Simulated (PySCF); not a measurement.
# A small calculation by hand: oscillator strength and radiative lifetime

C3H6O3Sn, SMILES C#C[CH2][Sn]([OH])([OH])[OH].

Geometry: PBE-D3(BJ)/def2-SVP. The def2 effective core potentials stand for the cores of Sn; spin–orbit coupling is left out. Other conformers were not sampled.

PySCF with TDA-PBE0/def2-SVPD puts the first singlet state with f over 0.02 at 5.19 eV (vertical), with the transition dipole (-0.983, -0.177, -0.314) in atomic units.

### Question
Find the oscillator strength, the wavelength and the radiative lifetime that this transition would have in vacuum if emission retraced absorption.

### Answer

|μ|² = 1.0962 au, so |μ| = 2.66 D. ΔE = 5.19/27.211 = 0.1907 hartree. f = (2/3) ΔE |μ|² = 0.139 (the program prints 0.139).
λ = 1239.84/5.19 = 239 nm; ν = 41860 cm⁻¹.
Einstein's coefficient A = 0.6670 ν² f s⁻¹ (ν in cm⁻¹) = 1.6e8 s⁻¹, so τ = 1/A = 6.1 ns. This state is S1. The figure is the radiative limit of this one transition; relaxation, internal conversion, crossing to triplets and a medium change what is measured.
